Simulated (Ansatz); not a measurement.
Cl2H2HfSe2 (`[Cl][Hf]([Cl])([SeH])[SeH]`) from Hartree–Fock to CCSD(T)

Z-matrix (Å, degrees):
```
Hf
Cl 1 2.322
Se 1 2.545 2 108.6
Cl 1 2.327 2 112.0 3 123.8
Se 1 2.552 2 110.7 3 -113.9
H 3 1.476 1 86.2 2 161.9
H 5 1.476 1 88.7 2 -70.2
```

The species carries charge 0 and has multiplicity 1. Correlated methods include outer-core shells of Hf, Se, which these sets cover unevenly. Scalar relativity is left out up to krypton. Hf takes the def2 core potential. The geometry is a stationary point of PBE0-D4/def2-TZVP. It is one conformer, not always the lowest. Frozen core, restricted reference, Ansatz.

```json
{"basis": "def2-SVP", "HF (Eh)": "-5766.70776", "MP2 corr.": "?", "CCSD corr.": "-0.98481", "(T)": "-0.03180", "CCSD(T) total": "?"}
{"basis": "def2-TZVPP", "HF (Eh)": "-5767.63692", "MP2 corr.": "?", "CCSD corr.": "–", "(T)": "–", "CCSD(T) total": "–"}
{"basis": "def2-QZVPP", "HF (Eh)": "?", "MP2 corr.": "?", "CCSD corr.": "–", "(T)": "–", "CCSD(T) total": "–"}
```

Task: Fill in the withheld values. (An estimate is asked.)

Result: Ansatz gave: def2-SVP MP2 corr.: -0.96191; def2-SVP CCSD(T) total: -5767.72437; def2-TZVPP MP2 corr.: -1.24680; def2-QZVPP HF (Eh): -5767.75734; def2-QZVPP MP2 corr.: -1.94102.
